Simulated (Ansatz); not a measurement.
A structure relaxed at PBE-D4/def2-SVPD in Ansatz, charge -1, singlet:

Cartesian coordinates in Å:
```
Cs -0.413 -0.516 1.890
Cs 0.413 0.516 -1.890
Br 2.153 1.649 0.922
Br 0.477 -2.749 -0.646
Br -2.630 1.100 -0.276
```

(1) Give its formula.

(2) Summarise the bond lengths by kind (pairs closer than 1.2 times the sum of covalent radii, bridged metal pairs left out).

Answers

(1) the cluster Cs2Br3⁻.

(2) 6 × Br–Cs 3.49 Å.

In the def2 sets Cs takes a core potential; there is no spin–orbit coupling. The structure comes from a short search, and lower isomers may exist.
